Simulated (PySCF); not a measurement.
Compound: C6H10O3S.
SMILES with atom numbers: `[CH3:1][C@@H:2]1[C@H:3]2[CH2:4][C@:5]1([S:6](=[O:7])(=[O:8])[OH:9])[CH2:10]2`

Geometry (GFN2-xTB, Å), atoms numbered from 1 in this order:
```
atom  x, y, z in Å
C1     0.865    1.836   -0.523
C2     1.048    0.365   -0.216
C3     0.837   -0.743   -1.280
C4     0.694   -1.728   -0.102
C5    -0.134   -0.492    0.267
S6    -1.064   -0.235    1.772
O7    -2.155   -1.161    1.860
O8    -0.164   -0.105    2.869
O9    -1.721    1.217    1.465
C10   -0.683   -0.515   -1.161
H11    0.639    2.366    0.400
H12    0.065    2.030   -1.230
H13    1.787    2.241   -0.937
H14    1.948    0.237    0.389
H15    1.403   -0.892   -2.192
H16    1.578   -1.922    0.500
H17    0.137   -2.643   -0.288
H18   -2.669    1.108    1.374
H19   -1.320   -1.360   -1.414
H20   -1.096    0.406   -1.557
```

NICS is the negative of the GIAO shielding at a point without a nucleus: at the ring centre (0) and 1 Å above and below it (1); zz is the component along the ring normal. Level: GIAO PBE0/pcSseg-1 (PySCF, non-relativistic, gas phase) on the GFN2-xTB geometry, one conformer.

Ring bond lengths (Å), with Mayer bond orders in brackets: C2–C3 1.550 (0.90), C3–C4 1.542 (0.94), C4–C5 1.533 (0.93), C5–C2 1.538 (0.87); C2–C3 1.550 (0.90), C3–C10 1.542 (0.93), C10–C5 1.530 (0.91), C5–C2 1.538 (0.87).

What do the NICS probes read (ppm)?

| ring | type | NICS(0) | NICS(1), two faces | NICS(1)zz, two faces | rms pucker (Å) | centre to ring atoms, mean (Å) |
| --- | --- | --- | --- | --- | --- | --- |
| C2–C3–C4–C5 | 4-membered carbocycle; formal bonds all single | -15.6 | -32.7 / -5.0 | -24.4 / -3.9 | 0.31 | 1.04 |
| C2–C3–C10–C5 | 4-membered carbocycle; formal bonds all single | -15.4 | -4.1 / -32.2 | -4.2 / -24.4 | 0.30 | 1.04 |

What can be read from them?

- C2–C3–C4–C5: mean NICS(1)zz -14.2 ppm, shielded. C2, C3, C4, C5 have four or more neighbours, and the NICS criterion for π rings isn't applied. The two faces differ by 20.5 ppm, so no symmetry operation interchanges them.
- C2–C3–C10–C5: mean NICS(1)zz -14.3 ppm, shielded. C2, C3, C5, C10 have four or more neighbours, so the value isn't read as a sign of a π ring current. The two faces differ by 20.2 ppm, so no symmetry operation interchanges them.

At the second NICS(1) probe listed for ring C2–C3–C4–C5, 1 Å off the ring, what do the in-plane components average?

The isotropic value is a third of the trace: (3 × -5.0 − (-3.9))/2 = -5.5 ppm.

How shielded are the nuclei of the rings and their hydrogens (means over atoms taken as equivalent)?

| atoms | environment | σ isotropic (ppm) | principal values of the symmetric part, first atom (ppm) |
| --- | --- | --- | --- |
| C2 | four-membered-ring carbon | 126.5 | 112.6, 129.2, 137.6 |
| C3 | sp3 carbon at a ring junction | 158.3 | 148.4, 154.6, 172.0 |
| C4 | four-membered-ring carbon | 133.7 | 122.3, 130.1, 148.7 |
| C5 | sp3 carbon bound to sulfur | 130.5 | 105.4, 107.9, 178.2 |
| C10 | four-membered-ring carbon | 138.9 | 126.5, 140.4, 150.0 |
| H14 | methine hydrogen | 29.20 | 24.5, 29.7, 33.4 |
| H15 | methine hydrogen | 29.40 | 24.5, 25.0, 38.6 |
| H16 | methylene hydrogen | 29.72 | 25.9, 27.3, 36.0 |
| H17 | methylene hydrogen | 29.56 | 25.8, 27.2, 35.7 |
| H19 | methylene hydrogen | 29.71 | 26.4, 27.3, 35.4 |
| H20 | methylene hydrogen | 29.18 | 24.7, 29.1, 33.8 |
